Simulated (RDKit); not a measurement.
Input file for RDKit: UFF on BClH2OSe (SMILES OB(Cl)[SeH]), a point of a torsion scan.

```python
from rdkit import Chem
from rdkit.Chem import AllChem, rdDetermineBonds

blocks = [
'''6

O    -0.72868228   -0.92371260   -0.20456585
B    -0.09137112    0.16609912    0.21628752
Cl    0.09498466    1.50602580   -0.85289680
Se    0.94791043    0.23752161    1.87198110
H    -1.41436876   -1.38762150    0.26840469
H     0.60492482   -1.07603219    2.36788676
''',
]
mol = None
for b in blocks:
    f = Chem.MolFromXYZBlock(b)
    rdDetermineBonds.DetermineBonds(f, charge=0)
    mol = f if mol is None else Chem.CombineMols(mol, f)
Chem.SanitizeMol(mol)
print(Chem.MolToSmiles(Chem.RemoveHs(mol)))
ff = AllChem.UFFGetMoleculeForceField(mol, vdwThresh=100.0, ignoreInterfragInteractions=False)
e = ff.CalcEnergy()
print(f'UFF energy {e:.6f} kcal/mol')
```

Output:

```
OB(Cl)[SeH]
UFF energy 32.118270 kcal/mol
```

The run finished.

Cost: around 0.010 core-seconds (rough).
